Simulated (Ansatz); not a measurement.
Program: Ansatz. Geometries: PBE0-D4/def2-TZVP. ΔE: electronic, gas phase. CCSD(T)/CBS adds triple-zeta CCSD(T) − MP2 to the extrapolated MP2 energy (def2 sets, frozen cores). This one scheme is used for every species. DFT in def2-TZVPP. def2 core potentials past Kr. For Ga, Sb outer-core shells are correlated without core-valence functions, which leaves a few kJ/mol of doubt a bond. Scalar relativity is left out up to krypton. One conformer a species, not always the lowest.

Consider the cleavage of the Sb–Si bond: `N[SiH2][SbH2]` + `[OH][GaH2]` → `[GaH2][O][SbH2]` + `N[SiH3]`.

```csv
level,ΔE (eV)
B97M-V,0.16
CCSD(T)/def2-SVP,0.30
```

(1) What does CCSD(T)/CBS give? (An estimate is asked.)

Largest T1 diagnostic among the species: 0.016.

## Answers

(1) Computed: +0.30 eV. The listed levels differ from it by -0.14, 0.00 eV.

Leaving LDA and LC-ωPBE aside and taking each functional with its dispersion term where it has one, the values, not all of them listed here, spread over 0.29 eV, from B97M-V to HSE06-D4. LDA lies +0.09 eV from PBE without D4. In def2-TZVPP, CCSD(T) changes the Hartree–Fock value by +0.14 eV (the triples alone add +0.00 eV) and MP2 by +0.16 eV. From r2SCAN to r2SCAN0 (25 % exact exchange), in def2-TZVPP and without D4, ΔE moves by +0.06 eV.
